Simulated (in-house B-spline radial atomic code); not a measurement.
# RPA and G0W0 on PBE0: Se6+

Configuration [Ar] 3d10, mean-field start PBE0. Computed with a B-spline radial code for spherical atoms: all electrons, non-relativistic, point nucleus, each spin shell either full or empty, empty states to l = 9 with an (l + 1/2)⁻⁴ tail; G0W0 by contour deformation at full frequency.

Command:
```bash
python run_gw.py task.json out
```
Settings (radii: box in bohr, nucleus in fm):
```
Z                        34
electrons                28
configuration            [Ar] 3d10
hamiltonian              nr
method                   pbe0
lmax                     9
spin_polarised           False
box_radius               9.29
intervals                50
```

Time taken, with all properties: 1.7 s on 1 thread of Arm Neoverse V2, with other jobs on the host.

Energies (hartree):

| term | value |
| --- | --- |
| mean-field total | -2391.95312 |
| Hartree-Fock functional on these orbitals | -2390.80799 |
| direct second order | -2.3479 |
| second-order exchange | 0.68162 |
| SOSEX correction | 0.63509 |

Question: What is the RPA correlation energy, and what remains with SOSEX?

Answer: RPA gives -2.0744 hartree (-2.02 eV per electron); RPA + SOSEX gives -1.4393, and the second-order doubles -1.6663 hartree (no singles). SOSEX takes back 31 % of the RPA value.

Quasi-particle levels (eV):

```json
{"level": "3d", "occupied": "yes", "mean field": "-145.50", "Σx - vxc": "-13.48", "Σc": "?", "QP weight": "?", "G0W0": "?"}
{"level": "4s", "occupied": "no", "mean field": "-86.21", "Σx - vxc": "6.78", "Σc": "-1.33", "QP weight": "0.993", "G0W0": "-80.76"}
```

G0W0 = mean field + (Σx - vxc) + Σc, with Σc (partial-wave tail included) taken at the quasi-particle energy. Only the outer levels were computed. Levels of low weight are left out.

Question: Where does G0W0 put 3d?

Answer: At -156.82 eV, with Σc = 2.16 eV and a quasi-particle weight of 0.965. The tabulated removal energy is 155.327 ± 0.012 eV (NIST, measured); the calculation leaves out relativity, Breit and QED terms, and what these don't explain is the method's own error.
